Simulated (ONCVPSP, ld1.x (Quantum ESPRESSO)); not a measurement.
## Potentials for boron compared

Generated with ld1.x 7.5 (TM, RRKJ, ultrasoft, PAW), atompaw 4.2 or ONCVPSP 4.0.1. The cutoff is in Ry: for ld1.x and atompaw files where the sum of valence levels is converged to 10 mRy in a Bessel basis, for ONCV files where the hardest occupied wave has 1 mHa per electron of residual kinetic energy. The error is the largest all-electron minus pseudo excitation energy over each file’s own four to seven test configurations (ionisations up to +4, promotions, holes and added fractions of an electron), all of which were solved. The labels leave out finer settings (local radius, basis sizes, second energies), which also bear on the numbers. Spin-polarised tests are not counted. The rows are a selection from randomly drawn settings: files with unsolved tests, undetermined cutoffs or missed reference levels are left out.

```csv
potential,cutoff (Ry),largest error (meV),bound ghosts
"TM, PBE, scalar-relativistic, rc 1.00/3.10 (sp), local s, core correction yes, reference 2s1 2p0",50,+854,none
"ONCV, LDA (Perdew-Wang 92), non-relativistic, rc 0.55/0.60/0.45 (spd), local smoothed, core correction no, reference 1s2 2s1, qcut 24.6/14/25, projectors 2/1/2",408,+2.2,none
"ONCV, PBEsol, non-relativistic, rc 1.50/3.80/3.30 (spd), local smoothed, core correction no, reference 2s2 2p1, qcut 3.5/4.1/3, projectors 1/1/2",49,+446,none
"ONCV, LDA (Perdew-Wang 92), scalar-relativistic, rc 1.50/2.90/2.90 (spd), local smoothed, core correction no, reference 2s2 2p0.5, qcut 4/4.9/2.8, projectors 1/2/2",27,+181,none
```

(1) Fill in the row for B: TM, LDA (PZ), non-relativistic, rc 1.10/1.85 (sp), local p, core correction yes, reference 2s2 2p1.

## Answers

(1) cutoff 25 Ry, largest error +52 meV, bound ghosts: none.
